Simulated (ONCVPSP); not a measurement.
## zinc: ONCV pseudisation with LDA (Perdew-Wang 92), non-relativistic reference atom.

Input for ONCVPSP 4.0.1:

```
# ATOM AND REFERENCE CONFIGURATION
# atsym  z   nc   nv     iexc    psfile
  Zn 30.00    3    4  -001012      upf
#
#   n    l    f
    1    0    2.00
    2    0    2.00
    2    1    6.00
    3    0    2.00
    3    1    6.00
    3    2   10.00
    4    0    2.00
#
# PSEUDOPOTENTIAL AND OPTIMIZATION
# lmax
    2
#
#   l,   rc,      ep,       ncon, nbas, qcut
    0    1.20    0.00    4    8    9.90
    1    0.80    0.00    4    8   17.20
    2    1.00    0.00    4    9   15.10
#
# LOCAL POTENTIAL
# lloc, lpopt,  rc(5),   dvloc0
    4    5    0.50    2.00
#
# VANDERBILT-KLEINMAN-BYLANDER PROJECTORs
# l, nproj, debl
    0    2    3.20
    1    2    1.10
    2    1    3.60
#
# MODEL CORE CHARGE
# icmod, fcfact, rcfact
    0    0.00    0.00
#
# LOG DERIVATIVE ANALYSIS
# epsh1, epsh2, depsh
   -6.00    5.00    0.04
#
# OUTPUT GRID
# rlmax, drl
    6.00    0.01
#
# TEST CONFIGURATIONS
# ncnf
    4
# nvcnf
#   n    l    f
    4
    3    0    2.00
    3    1    6.00
    3    2   10.00
    4    0    1.00
#
    4
    3    0    2.00
    3    1    6.00
    3    2   10.00
    4    0    0.00
#
    4
    3    0    2.00
    3    1    6.00
    3    2    9.00
    4    0    0.00
#
    5
    3    0    2.00
    3    1    6.00
    3    2   10.00
    4    0    0.00
    4    1    1.00
#
```

Command:

```bash
oncvpspnr.x < Zn.dat > Zn.out
```

Resulting log (shortened: citation, most of the input echo, consistency checks and plot data are left out):

```
ONCVPSP  (Optimized Norm-Conservinng Vanderbilt PSeudopotential)
scalar-relativistic version 4.0.1

#   n    l    f        energy (Ha)
    1    0    2.00    -3.4496941E+02
    2    0    2.00    -4.1531223E+01
    2    1    6.00    -3.6648721E+01
    3    0    2.00    -4.5728590E+00
    3    1    6.00    -3.0221880E+00
    3    2   10.00    -3.9878196E-01
    4    0    2.00    -2.2273395E-01

Reference configufation results
  iterations    33
  all-electron total energy (Ha)   -1.77656048D+03

Begin loop to  construct optimized pseudo wave functions
and semi-local pseudopoentials for all angular momenta

Calculating optimized projector #   1

 for l=   0

    Fraction of norm inside rc  0.955955
    Optimizing pswf for qcut=   9.89 a_B^-1,  ecut=  48.94 Ha
    Residual kinetic energy error=  5.27D-06 Ha

    Energy error per electron        Cutoff
         Ha          eV             Ha
         0.01000     0.27211       14.22
         0.00100     0.02721       32.96
         0.00010     0.00272       40.98
         0.00001     0.00027       47.15

Calculating optimized projector #   2

 for l=   0

    Fraction of norm inside rc  0.040697
    Optimizing pswf for qcut=   9.89 a_B^-1,  ecut=  48.94 Ha
    Residual kinetic energy error=  5.11D-06 Ha

    Energy error per electron        Cutoff
         Ha          eV             Ha
         0.01000     0.27211        9.75
         0.00100     0.02721       27.79
         0.00010     0.00272       38.80
         0.00001     0.00027       46.65

WARNING wellstate: negative energy specified for n= 4 l=  1
WARNING scattering state with energy  0.25000000
WARNING will be used for the first projector

   Wellstate for l =  1  n =  4
     eigenvalue =   0.2500
     asymptotic potential =   0.7500
     half-point radius =  3.1177

Calculating optimized projector #   1

 for l=   1

    Fraction of norm inside rc  0.662750
    Optimizing pswf for qcut=  17.21 a_B^-1,  ecut= 148.16 Ha
    Residual kinetic energy error=  5.63D-07 Ha

    Energy error per electron        Cutoff
         Ha          eV             Ha
         0.01000     0.27211       39.82
         0.00100     0.02721       92.46
         0.00010     0.00272      114.11
         0.00001     0.00027      130.21

Calculating optimized projector #   2

 for l=   1

    Fraction of norm inside rc  0.036063
    Optimizing pswf for qcut=  17.21 a_B^-1,  ecut= 148.16 Ha
    Residual kinetic energy error=  7.43D-08 Ha

    Energy error per electron        Cutoff
         Ha          eV             Ha
         0.01000     0.27211       27.64
         0.00100     0.02721       41.41
         0.00010     0.00272       94.39
         0.00001     0.00027      116.50

Calculating optimized projector #   1

 for l=   2

    Fraction of norm inside rc  0.677654
    Optimizing pswf for qcut=  15.09 a_B^-1,  ecut= 113.84 Ha
    Residual kinetic energy error=  1.15D-05 Ha

    Energy error per electron        Cutoff
         Ha          eV             Ha
         0.01000     0.27211       79.56
         0.00100     0.02721       93.31
         0.00010     0.00272      103.92
         0.00001     0.00027      118.37

Construct Vanderbilt / Kleinmman-Bylander projectors

B matrix Hermiticity error, ll=   0
   1   2    9.9877E-09

  Orthonormal projector coefficients  3.1011E+01  3.1048E+00

B matrix Hermiticity error, ll=   1
   1   2    5.8237E-09

  Orthonormal projector coefficients  2.3208E+01  2.6931E+00

Pseudoatom total energy -224.414190

Diagnostic tests using Vanderbilt-Kleinman-Bylander pseudopotentials
  1 or more projectors used as specified by nproj input data

   l    rcore       rmatch      e in        delta e   norm test  slope test

   0   1.2024657   1.2389752  -4.5728590   0.0000002   1.0000002   1.0000002
   0   1.2024657   1.2389752  -0.2227339   0.0000000   1.0000000   1.0000000

   1   0.8005897   0.8248974  -3.0221880   0.0000000   1.0000000   1.0000000
   1   0.8005897   0.8248974   0.2500000  -0.0000000   1.0000000   1.0000000

   2   1.0049241   1.0354358  -0.3987820  -0.0000011   0.9999999   0.9999987

 Testing for bound ghosts
   n   l    E NL Schr. Eq   E Basis Diag.   E Cutoff

   1   0       -4.572859       -4.572856    182.77
   2   0       -0.222734       -0.054911    182.77

   2   1       -3.022188       -3.019024    471.64

   3   2       -0.398783       -0.385716    340.99

 Testing for highly-localized positive-energy ghosts
       l    <radius>/rc     E Basis Diag.   E Cutoff

       0        0.658279        9.708215    182.77  WARNING - GHOST(+)

Test configuration 0

   n   l     f        eae           eps        diff
   1   0  2.0000 -344.96941286
   2   0  2.0000  -41.53122339
   2   1  6.0000  -36.64872118
   3   0  2.0000   -4.57285899   -4.57285874    2.44D-07
   3   1  6.0000   -3.02218804   -3.02218804    0.00D+00
   3   2 10.0000   -0.39878196   -0.39878301   -1.05D-06
   4   0  2.0000   -0.22273395   -0.22273395    0.00D+00

    Total energies and differences
      AE_ref= -1.77656048D+03  AE_tst= -1.77656048D+03  dif=  0.00D+00
      PS_ref= -2.24414190D+02  PS_tst= -2.24414190D+02  dif=  2.84D-13
      PSP excitation error= -2.84D-13

Test configuration 1

   n   l     f        eae           eps        diff
   1   0  2.0000 -345.32526593
   2   0  2.0000  -41.88014257
   2   1  6.0000  -36.99826683
   3   0  2.0000   -4.92756846   -4.92715930    4.09D-04
   3   1  6.0000   -3.37715617   -3.37689893    2.57D-04
   3   2 10.0000   -0.75132318   -0.75143932   -1.16D-04
   4   0  1.0000   -0.51615991   -0.51610390    5.60D-05

    Total energies and differences
      AE_ref= -1.77656048D+03  AE_tst= -1.77619451D+03  dif=  3.66D-01
      PS_ref= -2.24414190D+02  PS_tst= -2.24048242D+02  dif=  3.66D-01
      PSP excitation error=  2.45D-05

Test configuration 2

   n   l     f        eae           eps        diff
   1   0  2.0000 -345.73745923
   2   0  2.0000  -42.28123524
   2   1  6.0000  -37.40036093
   3   0  2.0000   -5.33646744   -5.33556411    9.03D-04
   3   1  6.0000   -3.78623127   -3.78563132    6.00D-04
   3   2 10.0000   -1.15573687   -1.15605804   -3.21D-04

    Total energies and differences
      AE_ref= -1.77656048D+03  AE_tst= -1.77551862D+03  dif=  1.04D+00
      PS_ref= -2.24414190D+02  PS_tst= -2.23372472D+02  dif=  1.04D+00
      PSP excitation error=  1.42D-04

Test configuration 3

   n   l     f        eae           eps        diff
   1   0  2.0000 -346.53358163
   2   0  2.0000  -43.09689271
   2   1  6.0000  -38.21394012
   3   0  2.0000   -6.10756984   -6.11108434   -3.51D-03
   3   1  6.0000   -4.55093548   -4.55246645   -1.53D-03
   3   2  9.0000   -1.88934728   -1.88980175   -4.54D-04

    Total energies and differences
      AE_ref= -1.77656048D+03  AE_tst= -1.77400520D+03  dif=  2.56D+00
      PS_ref= -2.24414190D+02  PS_tst= -2.21858576D+02  dif=  2.56D+00
      PSP excitation error= -3.28D-04

Test configuration 4

   n   l     f        eae           eps        diff
   1   0  2.0000 -345.38948487
   2   0  2.0000  -41.94092805
   2   1  6.0000  -37.05917849
   3   0  2.0000   -4.99211983   -4.99170125    4.19D-04
   3   1  6.0000   -3.44166687   -3.44136739    2.99D-04
   3   2 10.0000   -0.81378131   -0.81401368   -2.32D-04
   4   1  1.0000   -0.32660898   -0.32656477    4.42D-05

    Total energies and differences
      AE_ref= -1.77656048D+03  AE_tst= -1.77596880D+03  dif=  5.92D-01
      PS_ref= -2.24414190D+02  PS_tst= -2.23822567D+02  dif=  5.92D-01
      PSP excitation error=  6.14D-05
```

oncvpspnr.x prints “scalar-relativistic version” in its banner although the run is non-relativistic.

The run took about 4 s on one core of a shared server CPU.
